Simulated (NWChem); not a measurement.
Program: NWChem. System: H$_{2}$Zn, charge 0, spin multiplicity 1, at a geometry optimised with PBE0/def2-SVP. The structure started from a generated list of species. Level: CIS/def2-SVPD.

The NWChem input:

```
start mol
memory heap 200 mb stack 900 mb global 1100 mb
geometry units angstroms nocenter noautoz
  Zn     0.000000     0.000000     0.000000
  H      0.000000     0.000000     1.550121
  H      0.000000     0.000000    -1.550121
  symmetry group D2h
end
basis spherical
  * library def2-svpd
end
dft
  xc hfexch
  semidirect memsize 60000000 filesize 0
  iterations 100
end
tddft
  cis
  nroots 5
  notriplet
  thresh 1e-4
end
task tddft energy
```

Part of the output:

```
             Northwest Computational Chemistry Package (NWChem) 7.3.0
             --------------------------------------------------------

                                NWChem Input Module
                                -------------------

 Scaling coordinates for geometry "geometry" by  1.889725989
 (inverse scale =  0.529177249)

 Turning off AUTOSYM since
 SYMMETRY directive was detected!

                             Geometry "geometry" -> ""
                             -------------------------

 Output coordinates in angstroms (scale by  1.889725989 to convert to a.u.)

  No.       Tag          Charge          X              Y              Z
 ---- ---------------- ---------- -------------- -------------- --------------
    1 Zn                  30.0000     0.00000000     0.00000000     0.00000000
    2 H                    1.0000     0.00000000     0.00000000     1.55012100
    3 H                    1.0000     0.00000000     0.00000000    -1.55012100

 Effective nuclear repulsion energy (a.u.)      20.6533706494

            Nuclear Dipole moment (a.u.)
            ----------------------------
        X                 Y               Z
 ---------------- ---------------- ----------------
     0.0000000000     0.0000000000     0.0000000000

      Symmetry information
      --------------------

 Group name             D2h
 Group number             26
 Group order               8
 No. of unique centers     2

      Symmetry unique atoms

     1    2


 Summary of "ao basis" -> "" (spherical)
 ------------------------------------------------------------------------------
       Tag                 Description            Shells   Functions and Types
 ---------------- ------------------------------  ------  ---------------------
 *                         def2-svpd                  on all atoms

  xc_inp: hfexch multiplicative factor not found.

                                 NWChem DFT Module
                                 -----------------

 Summary of "ao basis" -> "ao basis" (spherical)
 ------------------------------------------------------------------------------
       Tag                 Description            Shells   Functions and Types
 ---------------- ------------------------------  ------  ---------------------
 Zn                        def2-svpd                12       34   5s4p2d1f
 H                         def2-svpd                 4        8   2s2p

 Summary of "ao basis" -> "ao basis" (spherical)
 ------------------------------------------------------------------------------
       Tag                 Description            Shells   Functions and Types
 ---------------- ------------------------------  ------  ---------------------
 Zn                        def2-svpd                12       34   5s4p2d1f
 H                         def2-svpd                 4        8   2s2p

      Symmetry analysis of basis
      --------------------------

        ag         13
        au          1
        b1g         2
        b1u        10
        b2g         4
        b2u         8
        b3g         4
        b3u         8

            General Information
            -------------------
          SCF calculation type: DFT
          Wavefunction type:  closed shell.
          No. of atoms     :     3
          No. of electrons :    32
           Alpha electrons :    16
            Beta electrons :    16
          Charge           :     0
          Spin multiplicity:     1
          Use of symmetry is: off; symmetry adaption is: on
          Maximum number of iterations: 100
          AO basis - number of functions:    50
                     number of shells:    20
          Convergence on energy requested:  1.00D-06
          Convergence on density requested:  1.00D-05
          Convergence on gradient requested:  5.00D-04

              XC Information
              --------------
                     Hartree-Fock (Exact) Exchange  1.000

          Convergence Information
          -----------------------
          Convergence aids based upon iterative change in
          total energy or number of iterations.
          Levelshifting, if invoked, occurs when the
          HOMO/LUMO gap drops below (HL_TOL):  1.00D-02
          DIIS, if invoked, will attempt to extrapolate
          using up to (NFOCK): 10 stored Fock matrices.

                    Damping( 0%)  Levelshifting(0.5)       DIIS
                  --------------- ------------------- ---------------
          dE  on:    start            ASAP                start
          dE off:    2 iters        100 iters           100 iters

      Screening Tolerance Information
      -------------------------------
          Density screening/tol_rho:  1.00D-10
          AO Gaussian exp screening on grid/accAOfunc:  14
          CD Gaussian exp screening on grid/accCDfunc:  20
          XC Gaussian exp screening on grid/accXCfunc:  20
          Schwarz screening/accCoul:  1.00D-08

      Superposition of Atomic Density Guess
      -------------------------------------

 Sum of atomic energies:       -1778.56016643

      Non-variational initial energy
      ------------------------------

 Total energy =   -1778.658917
 1-e energy   =   -2525.923346
 2-e energy   =     726.611058
 HOMO         =      -0.307944
 LUMO         =       0.041511

      Symmetry analysis of molecular orbitals - initial
      -------------------------------------------------

 !! scf_movecs_sym_adapt:   41 vectors were symmetry contaminated

  Symmetry fudging

 !! scf_movecs_sym_adapt:   26 vectors were symmetry contaminated

  Numbering of irreducible representations:
[...]
 x =   0.00000000 y =   0.00000000 z =   0.00000000

 moments of inertia (a.u.)
 ------------------
          17.295932993302           0.000000000000           0.000000000000
           0.000000000000          17.295932993302           0.000000000000
           0.000000000000           0.000000000000           0.000000000000

     Multipole analysis of the density
     ---------------------------------

     L   x y z        total         alpha         beta         nuclear
     -   - - -        -----         -----         ----         -------
     0   0 0 0     -0.000000    -16.000000    -16.000000     32.000000

     1   1 0 0     -0.000000     -0.000000     -0.000000      0.000000
     1   0 1 0     -0.000000     -0.000000     -0.000000      0.000000
     1   0 0 1      0.000000      0.000000      0.000000      0.000000

     2   2 0 0    -10.894326     -5.447163     -5.447163      0.000000
     2   1 1 0      0.000000      0.000000      0.000000      0.000000
     2   1 0 1     -0.000000     -0.000000     -0.000000      0.000000
     2   0 2 0    -10.894326     -5.447163     -5.447163      0.000000
     2   0 1 1     -0.000000     -0.000000     -0.000000      0.000000
     2   0 0 2    -17.388020    -17.274832    -17.274832     17.161643

                                NWChem TDDFT Module
                                -------------------

            General Information
            -------------------
           No. of orbitals :     100
            Alpha orbitals :      50
             Beta orbitals :      50
        Alpha frozen cores :       0
         Beta frozen cores :       0
     Alpha frozen virtuals :       0
      Beta frozen virtuals :       0
         Spin multiplicity :       1
    Number of AO functions :      50
        Use of symmetry is : off
      Symmetry adaption is : on
         Schwarz screening :  0.10D-07

              XC Information
              --------------
              Hartree-Fock (Exact) Exchange   1.00

             TDDFT Information
             -----------------
          Calculation type : CIS
         Wavefunction type : Restricted singlets
          No. of electrons :      32
           Alpha electrons :      16
            Beta electrons :      16
              No. of roots :       5
          Max subspacesize :    5000
            Max iterations :     100
               Target root :       1
           Target symmetry : none
      Symmetry restriction : off
                 Algorithm : Optimal
        Davidson threshold :  0.10D-03

            Memory Information
            ------------------
          Available GA space size is         144176700 doubles
          Available MA space size is         144175004 doubles
          Length of a trial vector is          544
          Algorithm : Incore multiple tensor contraction
          Estimated peak GA usage is           8270220 doubles
          Estimated peak MA usage is             13000 doubles

    5 smallest eigenvalue differences (eV)
--------------------------------------------------------
  No. Spin  Occ  Vir  Irrep   E(Occ)    E(Vir)   E(Diff)
--------------------------------------------------------
    1    1   16   17 b2g      -0.397     0.050    12.175
    2    1   16   18 b3g      -0.397     0.050    12.175
    3    1   16   19 b1u      -0.397     0.112    13.869
    4    1   15   17 b3u      -0.462     0.050    13.934
    5    1   15   18 b2u      -0.462     0.050    13.934
--------------------------------------------------------

  Entering Davidson iterations
  Restricted singlet excited states

  Iter   NTrls   NConv    DeltaV     DeltaE      Time
  ----  ------  ------  ---------  ---------  ---------
    1      5       0     0.74E-01   0.10+100        0.9
    2     10       0     0.43E-01   0.13E-01        0.9
    3     15       0     0.92E-02   0.56E-03        0.8
    4     20       0     0.39E-02   0.61E-04        0.9
    5     25       2     0.39E-02   0.31E-04        0.9
    6     28       2     0.32E-02   0.27E-04        0.8
    7     31       4     0.97E-03   0.36E-05        0.9
    8     32       4     0.28E-03   0.15E-06        0.8
    9     33       5     0.89E-04   0.12E-07        0.9
  ----  ------  ------  ---------  ---------  ---------
  Convergence criterion met

  Ground state ag      -1778.688417991823 a.u.

  ----------------------------------------------------------------------------
  Root   1 singlet b3g            0.242355126 a.u.                6.5948 eV
  ----------------------------------------------------------------------------
     Transition Moments    X -0.00000   Y -0.00000   Z  0.00000
     Transition Moments   XX -0.00000  XY -0.00000  XZ  0.00000
     Transition Moments   YY -0.00000  YZ -3.05573  ZZ  0.00000
     Dipole Oscillator Strength                    0.0000000000
     Electric Quadrupole                           0.0000007078
     Magnetic Dipole                               0.0000038073
     Total Oscillator Strength                     0.0000045152

          sigma_e =   2.3648 Angstrom
          sigma_h =   1.7588 Angstrom
         |d_h->e| =   0.0000 Angstrom
            d_exc =   2.8751 Angstrom
            d_CD1 =   0.6060 Angstrom
            d_CD2 =  -2.0618 Angstrom
            d_CD3 =   2.8751 Angstrom
     Pearson C.C. =   0.0505

     Occ.   15  ag  ---  Virt.   25  b3g      0.08542
     Occ.   16  b1u ---  Virt.   18  b2u      0.97080
     Occ.   16  b1u ---  Virt.   22  b2u     -0.21864
  ----------------------------------------------------------------------------
  Root   2 singlet b2g            0.242355126 a.u.                6.5948 eV
  ----------------------------------------------------------------------------
     Transition Moments    X -0.00000   Y  0.00000   Z -0.00000
     Transition Moments   XX -0.00000  XY -0.00000  XZ -3.05573
     Transition Moments   YY -0.00000  YZ -0.00000  ZZ -0.00000
     Dipole Oscillator Strength                    0.0000000000
     Electric Quadrupole                           0.0000007078
     Magnetic Dipole                               0.0000038073
     Total Oscillator Strength                     0.0000045152

          sigma_e =   2.3648 Angstrom
          sigma_h =   1.7588 Angstrom
         |d_h->e| =   0.0000 Angstrom
            d_exc =   2.8751 Angstrom
            d_CD1 =   0.6060 Angstrom
            d_CD2 =  -2.0618 Angstrom
            d_CD3 =   2.8751 Angstrom
     Pearson C.C. =   0.0505

     Occ.   15  ag  ---  Virt.   24  b2g      0.08542
     Occ.   16  b1u ---  Virt.   17  b3u      0.97080
     Occ.   16  b1u ---  Virt.   23  b3u     -0.21864
  ----------------------------------------------------------------------------
  Root   3 singlet b2u            0.329530882 a.u.                8.9670 eV
  ----------------------------------------------------------------------------
     Transition Moments    X  0.00003   Y -1.64588   Z -0.00000
     Transition Moments   XX  0.00000  XY -0.00000  XZ -0.00000
     Transition Moments   YY  0.00000  YZ  0.00000  ZZ -0.00000
     Dipole Oscillator Strength                    0.5951170343
     Electric Quadrupole                           0.0000000000
     Magnetic Dipole                               0.0000000000
     Total Oscillator Strength                     0.5951170343

          sigma_e =   2.5229 Angstrom
          sigma_h =   1.5940 Angstrom
         |d_h->e| =   0.0000 Angstrom
            d_exc =   2.9450 Angstrom
            d_CD1 =   0.9289 Angstrom
            d_CD2 =  -2.0585 Angstrom
            d_CD3 =   2.9450 Angstrom
     Pearson C.C. =   0.0290

     Occ.   15  ag  ---  Virt.   18  b2u      0.98756
     Occ.   15  ag  ---  Virt.   22  b2u     -0.12716
     Occ.   16  b1u ---  Virt.   25  b3g      0.05026
  ----------------------------------------------------------------------------
  Root   4 singlet b3u            0.329530882 a.u.                8.9670 eV
  ----------------------------------------------------------------------------
     Transition Moments    X -1.64588   Y -0.00003   Z -0.00000
     Transition Moments   XX  0.00000  XY -0.00000  XZ  0.00000
     Transition Moments   YY  0.00000  YZ -0.00000  ZZ  0.00000
     Dipole Oscillator Strength                    0.5951170343
     Electric Quadrupole                           0.0000000000
     Magnetic Dipole                               0.0000000000
     Total Oscillator Strength                     0.5951170343

          sigma_e =   2.5229 Angstrom
          sigma_h =   1.5940 Angstrom
         |d_h->e| =   0.0000 Angstrom
            d_exc =   2.9450 Angstrom
            d_CD1 =   0.9289 Angstrom
            d_CD2 =  -2.0585 Angstrom
            d_CD3 =   2.9450 Angstrom
     Pearson C.C. =   0.0290

     Occ.   15  ag  ---  Virt.   17  b3u      0.98756
     Occ.   15  ag  ---  Virt.   23  b3u     -0.12716
     Occ.   16  b1u ---  Virt.   24  b2g      0.05026
  ----------------------------------------------------------------------------
  Root   5 singlet b1u            0.340930450 a.u.                9.2772 eV
  ----------------------------------------------------------------------------
     Transition Moments    X -0.00000   Y  0.00000   Z -0.54681
     Transition Moments   XX  0.00000  XY -0.00000  XZ -0.00000
     Transition Moments   YY  0.00000  YZ  0.00000  ZZ  0.00000
     Dipole Oscillator Strength                    0.0679579952
     Electric Quadrupole                           0.0000000000
     Magnetic Dipole                               0.0000000000
     Total Oscillator Strength                     0.0679579952

          sigma_e =   2.8360 Angstrom
          sigma_h =   1.7534 Angstrom
         |d_h->e| =   0.0000 Angstrom
            d_exc =   3.2040 Angstrom
            d_CD1 =   1.0826 Angstrom
            d_CD2 =  -2.2947 Angstrom
            d_CD3 =   3.2040 Angstrom
     Pearson C.C. =   0.0856

     Occ.   15  ag  ---  Virt.   20  b1u     -0.11932
     Occ.   15  ag  ---  Virt.   26  b1u      0.05160
     Occ.   16  b1u ---  Virt.   19  ag      -0.98641
     Occ.   16  b1u ---  Virt.   21  ag      -0.06557

              Target root =      1
          Target symmetry = none
      Ground state energy =  -1778.688417991823
        Excitation energy =      0.242355126132
     Excited state energy =  -1778.446062865691

  stored tddft:energy   -1778.4460628656909

 Task  times  cpu:        8.6s     wall:        8.6s

 Total times  cpu:        8.6s     wall:        8.6s
```
